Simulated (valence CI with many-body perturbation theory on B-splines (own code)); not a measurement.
Ar13+: E2, M1 decay

Level of theory: valence CI with perturbative core correlation (CI+MBPT): three valence electrons over a frozen Dirac-Fock core [He], a basis of 11 s, 11 p, 9 d, 7 f, 5 g, 2 h, 1 i functions for each j, with the one-electron correlation potential Σ1 (screened to all orders), the two-electron term Σ2, the three-electron term Σ3, Breit, model QED; selected single and double excitations, second order for the rest (own B-spline code, finite nucleus).

No measured levels were compared; by estimate levels of excited configurations hold to 0.05 to 0.15 % of their energy, terms of the ground configuration to about 0.5 %.

Lines 1 to 5 of 5 in falling wavelength, among levels below 37.862 Ry, chosen from the decays that carry over 1 % of a level's rate. Wavelengths and rates use the calculated energies, so an error of 400 cm⁻¹ moves a line at 28.43 Å by 0.011 % and its rate by three times that or more. Electric multipoles are in the length gauge, E1 and E2 with the static RPA response of the core. S is in atomic units (e²a₀⁴ for E2 and M2, e²a₀⁶ for E3), for M1 in squared Bohr magnetons. Weak lines are less certain than strong ones. Lines between different terms over intervals too small for the method are left out, as are lines whose strength nearly cancels.

```json
{"λ vac (Å)": "4414", "Upper": "2s2.2p 2P°_3/2", "Lower": "2s2.2p 2P°_1/2", "Type": "M1", "A (s⁻¹)": "1.05e+02", "S (a.u.)": "1.34e+00"}
{"λ vac (Å)": "28.43", "Upper": "2s.2p.3p 4D_5/2", "Lower": "2s.2p2 4P_5/2", "Type": "E2", "A (s⁻¹)": "1.63e+08", "S (a.u.)": "1.63e-02"}
{"λ vac (Å)": "28.33", "Upper": "2s.2p.3p 4D_7/2", "Lower": "2s.2p2 4P_5/2", "Type": "E2", "A (s⁻¹)": "1.85e+08", "S (a.u.)": "2.41e-02"}
{"λ vac (Å)": "28.27", "Upper": "2s.2p.3p 4D_5/2", "Lower": "2s.2p2 4P_1/2", "Type": "E2", "A (s⁻¹)": "1.37e+08", "S (a.u.)": "1.33e-02"}
{"λ vac (Å)": "28.24", "Upper": "2s.2p.3p 4D_7/2", "Lower": "2s.2p2 4P_3/2", "Type": "E2", "A (s⁻¹)": "1.25e+08", "S (a.u.)": "1.60e-02"}
```
